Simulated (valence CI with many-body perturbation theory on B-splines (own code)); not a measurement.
## E1 transitions of Rb30+

Computed by valence CI with perturbative core correlation (CI+MBPT): five valence electrons over a frozen Dirac-Fock core [He], radial functions for each j: 11 s, 11 p, 10 d, 8 f, 5 g, 2 h, with the one-electron correlation potential Σ1 (screened to all orders), the two-electron term Σ2, the three-electron term Σ3, Breit, model QED; selected single and double excitations, second order for the rest, scaled by the run's own slope (own B-spline code, finite nucleus).

No measured spectrum was set against this ion. As an estimate, large intervals hold to a few tenths of a per cent, small ones and those within an open d or f shell to about a per cent. Among the levels kept, up to 5300 cm⁻¹ of a level comes from second order outside the variational space, and about a tenth of that is noise between levels of different J, which matters for small intervals.

Lines 201 to 250 of 592 in falling wavelength, among levels below 2443.2 eV, chosen from the strongest by gf and those to the six lowest levels. Wavelengths and rates use the calculated energies. Electric multipoles are in the length gauge with retardation, E1 and E2 with the static RPA response of the core. Weak lines are less certain than strong ones. Lines between different terms over intervals too small for the method are left out, as are lines whose strength nearly cancels. Where a level lies close to another of its J and parity, the split of strength between their lines is uncertain. The highest levels of a list are the least certain.

Levels are named by their leading jj configuration (3d3/2^4 stands for four electrons in 3d with j = 3/2), which in mixed levels can hold well under half, so a name can repeat and another be missing. Letters in brackets count levels of one name in rising energy.

| λ vac (nm) | Upper | Lower | A (s⁻¹) | S (a.u.) with core polarisation | S without |
| --- | --- | --- | --- | --- | --- |
| 6.234 | (2s 2p3/2^3 3d3/2) J=3/2 | (2s^2 2p3/2^2 3d3/2) J=5/2 | 5.79e+10 | 2.77e-02 | 2.77e-02 |
| 6.221 | (2s 2p3/2^3 3p3/2) J=7/2 | (2s^2 2p3/2^2 3p3/2) J=7/2 | 8.59e+10 | 8.17e-02 | 8.19e-02 |
| 6.213 | (2s 2p3/2^3 3p1/2) J=5/2 | (2s^2 2p3/2^2 3p1/2) J=5/2 | 7.48e+10 | 5.31e-02 | 5.32e-02 |
| 6.206 | (2s 2p3/2^3 3s) J=5/2 | (2s^2 2p3/2^2 3s) J=5/2 | 1.03e+11 | 7.28e-02 | 7.29e-02 |
| 6.198 | (2s 2p3/2^3 3p1/2) J=3/2 [a] | (2s^2 2p3/2^2 3p1/2) J=3/2 | 5.81e+10 | 2.73e-02 | 2.74e-02 |
| 6.176 | (2s 2p1/2^2 2p3/2 3d5/2) J=7/2 [b] | (2s^2 2p1/2^2 3d5/2) J=5/2 | 4.64e+10 | 4.32e-02 | 4.33e-02 |
| 6.156 | (2s 2p1/2^2 2p3/2 3p3/2) J=5/2 [b] | (2s^2 2p1/2^2 3p3/2) J=3/2 | 4.73e+10 | 3.26e-02 | 3.27e-02 |
| 6.140 | (2s 2p1/2 2p3/2^2 3p3/2) J=7/2 [b] | (2s^2 2p1/2 2p3/2 3p3/2) J=5/2 [b] | 1.80e+10 | 1.64e-02 | 1.65e-02 |
| 6.107 | (2s 2p3/2^3 3s) J=3/2 [a] | (2s^2 2p3/2^2 3s) J=3/2 | 6.44e+10 | 2.90e-02 | 2.90e-02 |
| 6.086 | (2s 2p3/2^3 3p3/2) J=3/2 [a] | (2s^2 2p3/2^2 3p3/2) J=5/2 | 5.27e+10 | 2.34e-02 | 2.35e-02 |
| 6.084 | (2s 2p3/2^3 3d5/2) J=5/2 | (2s^2 2p3/2^2 3d5/2) J=7/2 | 5.40e+10 | 3.60e-02 | 3.61e-02 |
| 6.070 | (2s 2p3/2^3 3p3/2) J=5/2 [b] | (2s^2 2p3/2^2 3p3/2) J=3/2 [c] | 4.28e+10 | 2.84e-02 | 2.84e-02 |
| 6.066 | (2s 2p1/2 2p3/2^2 3d5/2) J=7/2 [d] | (2s^2 2p1/2 2p3/2 3d5/2) J=7/2 [b] | 4.39e+10 | 3.87e-02 | 3.88e-02 |
| 6.065 | (2s 2p3/2^3 3d5/2) J=7/2 | (2s^2 2p3/2^2 3d5/2) J=7/2 | 3.31e+10 | 2.91e-02 | 2.92e-02 |
| 6.059 | (2s 2p1/2^2 2p3/2 3d3/2) J=3/2 [b] | (2s^2 2p1/2^2 3d3/2) J=3/2 | 6.33e+10 | 2.78e-02 | 2.79e-02 |
| 6.059 | (2s 2p1/2^2 2p3/2 3d5/2) J=5/2 [b] | (2s^2 2p1/2^2 3d5/2) J=5/2 | 6.28e+10 | 4.14e-02 | 4.15e-02 |
| 6.054 | (2s 2p1/2^2 2p3/2 3d3/2) J=5/2 [b] | (2s^2 2p1/2^2 3d3/2) J=3/2 | 4.97e+10 | 3.27e-02 | 3.28e-02 |
| 6.044 | (2s 2p3/2^3 3p3/2) J=5/2 [a] | (2s^2 2p3/2^2 3p3/2) J=5/2 | 4.52e+10 | 2.95e-02 | 2.96e-02 |
| 6.026 | (2s 2p1/2 2p3/2^3) J=3/2 [a] | (2s^2 2p1/2 2p3/2^2) J=3/2 | 1.02e+11 | 4.41e-02 | 4.43e-02 |
| 6.007 | (2s 2p1/2^2 2p3/2 3s) J=1/2 | (2s^2 2p1/2^2 3s) J=1/2 | 7.49e+10 | 1.60e-02 | 1.61e-02 |
| 5.990 | (2s 2p1/2^2 2p3/2 3p1/2) J=3/2 [b] | (2s^2 2p1/2^2 3p1/2) J=1/2 | 6.76e+10 | 2.87e-02 | 2.88e-02 |
| 5.953 | (2s 2p1/2^2 2p3/2 3p3/2) J=3/2 [b] | (2s^2 2p1/2^2 3p3/2) J=3/2 | 4.21e+10 | 1.75e-02 | 1.76e-02 |
| 5.949 | (2s 2p1/2 2p3/2^2 3p3/2) J=5/2 [d] | (2s^2 2p1/2 2p3/2 3p3/2) J=5/2 [b] | 5.57e+10 | 3.47e-02 | 3.48e-02 |
| 5.944 | (2s 2p3/2^3 3p1/2) J=3/2 [b] | (2s^2 2p3/2^2 3p1/2) J=1/2 | 3.89e+10 | 1.61e-02 | 1.62e-02 |
| 5.944 | (2s 2p1/2 2p3/2^3) J=5/2 | (2s^2 2p1/2 2p3/2^2) J=5/2 | 8.46e+10 | 5.26e-02 | 5.28e-02 |
| 5.933 | (2s 2p1/2^2 2p3/2 3d5/2) J=3/2 [b] | (2s^2 2p1/2^2 3d5/2) J=5/2 | 7.66e+10 | 3.16e-02 | 3.17e-02 |
| 5.921 | (2p1/2 2p3/2^4) J=1/2 | (2s 2p1/2 2p3/2^3) J=3/2 [b] | 1.84e+11 | 3.78e-02 | 3.79e-02 |
| 5.916 | (2s 2p3/2^3 3s) J=3/2 [b] | (2s^2 2p3/2^2 3s) J=1/2 | 4.18e+10 | 1.71e-02 | 1.71e-02 |
| 5.907 | (2s 2p1/2^2 2p3/2 3d3/2) J=1/2 [b] | (2s^2 2p1/2^2 3d3/2) J=3/2 | 8.58e+10 | 1.75e-02 | 1.75e-02 |
| 5.901 | (2s 2p1/2 2p3/2^2 3s) J=1/2 [a] | (2s^2 2p1/2 2p3/2 3s) J=3/2 [a] | 8.73e+10 | 1.77e-02 | 1.78e-02 |
| 5.894 | (2s 2p1/2 2p3/2^2 3d5/2) J=7/2 [e] | (2s^2 2p1/2 2p3/2 3d5/2) J=7/2 [b] | 3.27e+10 | 2.65e-02 | 2.65e-02 |
| 5.885 | (2s 2p1/2^2 2p3/2 3p3/2) J=1/2 [b] | (2s^2 2p1/2^2 3p3/2) J=3/2 | 8.02e+10 | 1.61e-02 | 1.62e-02 |
| 5.869 | (2s 2p1/2 2p3/2^3) J=1/2 | (2s^2 2p1/2 2p3/2^2) J=1/2 | 8.08e+10 | 1.61e-02 | 1.62e-02 |
| 5.850 | (2s 2p3/2^3 3p3/2) J=1/2 [a] | (2s^2 2p3/2^2 3p3/2) J=1/2 | 9.83e+10 | 1.94e-02 | 1.95e-02 |
| 5.849 | (2s 2p3/2^3 3p3/2) J=3/2 [b] | (2s^2 2p3/2^2 3p3/2) J=3/2 [b] | 4.86e+10 | 1.92e-02 | 1.92e-02 |
| 5.847 | (2s 2p1/2 2p3/2^2 3d5/2) J=9/2 [c] | (2s^2 2p1/2 2p3/2 3d5/2) J=9/2 | 7.71e+10 | 7.61e-02 | 7.63e-02 |
| 5.847 | (2s 2p1/2 2p3/2^2 3d5/2) J=5/2 [f] | (2s^2 2p1/2 2p3/2 3d5/2) J=5/2 [b] | 5.61e+10 | 3.32e-02 | 3.33e-02 |
| 5.833 | (2s 2p1/2 2p3/2^2 3d5/2) J=3/2 [c] | (2s^2 2p1/2 2p3/2 3d5/2) J=5/2 [a] | 7.18e+10 | 2.81e-02 | 2.82e-02 |
| 5.833 | (2s 2p1/2 2p3/2^2 3p3/2) J=7/2 [b] | (2s^2 2p1/2 2p3/2 3p3/2) J=7/2 | 9.66e+10 | 7.57e-02 | 7.59e-02 |
| 5.820 | (2s 2p1/2 2p3/2^2 3p3/2) J=5/2 [e] | (2s^2 2p1/2 2p3/2 3p3/2) J=5/2 [b] | 3.26e+10 | 1.91e-02 | 1.91e-02 |
| 5.818 | (2s 2p1/2^2 2p3/2 3d5/2) J=3/2 [a] | (2s^2 2p1/2 2p3/2 3s) J=3/2 [b] | 4.43e+10 | 1.72e-02 | 1.73e-02 |
| 5.815 | (2s 2p1/2 2p3/2^2 3p3/2) J=3/2 [c] | (2s^2 2p1/2 2p3/2 3p3/2) J=5/2 [a] | 7.00e+10 | 2.72e-02 | 2.73e-02 |
| 5.798 | (2s 2p1/2 2p3/2^2 3p3/2) J=1/2 [d] | (2s^2 2p1/2 2p3/2 3p3/2) J=1/2 [b] | 9.77e+10 | 1.88e-02 | 1.88e-02 |
| 5.798 | (2s 2p1/2 2p3/2^2 3d3/2) J=3/2 [e] | (2s^2 2p1/2 2p3/2 3d3/2) J=5/2 [b] | 5.79e+10 | 2.23e-02 | 2.23e-02 |
| 5.791 | (2s 2p1/2 2p3/2^2 3s) J=3/2 [c] | (2s^2 2p1/2 2p3/2 3s) J=3/2 [b] | 6.90e+10 | 2.65e-02 | 2.65e-02 |
| 5.789 | (2s 2p1/2 2p3/2^2 3d5/2) J=7/2 [c] | (2s^2 2p1/2 2p3/2 3d5/2) J=7/2 [a] | 5.46e+10 | 4.18e-02 | 4.19e-02 |
| 5.789 | (2s 2p1/2 2p3/2^2 3p1/2) J=5/2 [c] | (2s^2 2p1/2 2p3/2 3p1/2) J=5/2 | 1.05e+11 | 6.04e-02 | 6.06e-02 |
| 5.782 | (2s 2p1/2 2p3/2^2 3d5/2) J=5/2 [e] | (2s^2 2p1/2 2p3/2 3d3/2) J=7/2 | 3.20e+10 | 1.83e-02 | 1.84e-02 |
| 5.773 | (2s 2p1/2 2p3/2^2 3d3/2) J=7/2 [c] | (2s^2 2p1/2 2p3/2 3d3/2) J=7/2 | 8.55e+10 | 6.49e-02 | 6.51e-02 |
| 5.768 | (2s 2p1/2 2p3/2^2 3p1/2) J=3/2 [b] | (2s^2 2p1/2 2p3/2 3p1/2) J=3/2 | 8.04e+10 | 3.05e-02 | 3.06e-02 |
